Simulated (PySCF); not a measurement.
diglyme (C6H14O3), SMILES COCCOCCOC.

Geometry: PBE-D3(BJ)/def2-SVP. The values are those of a single conformer.

Method: B3LYP/def2-SVP run with PySCF.

Computed frontier levels, gap, dipole moment and polarisability:
```json
{
 "highest_occupied_level": "-6.70 eV",
 "lowest_empty_level": "1.54 eV",
 "orbital_gap": "8.25 eV",
 "dipole_moment": "1.22 D",
 "quadrupole, principal values (traceless, Buckingham form, about the centre of nuclear charge)": "-8.06, -2.17, 10.24 D·Å",
 "mean_static_polarisability": "80.5 bohr³ (11.93 Å³)",
 "polarisability_principal_values": "67.7, 70.0, 103.9 bohr³"
}
```
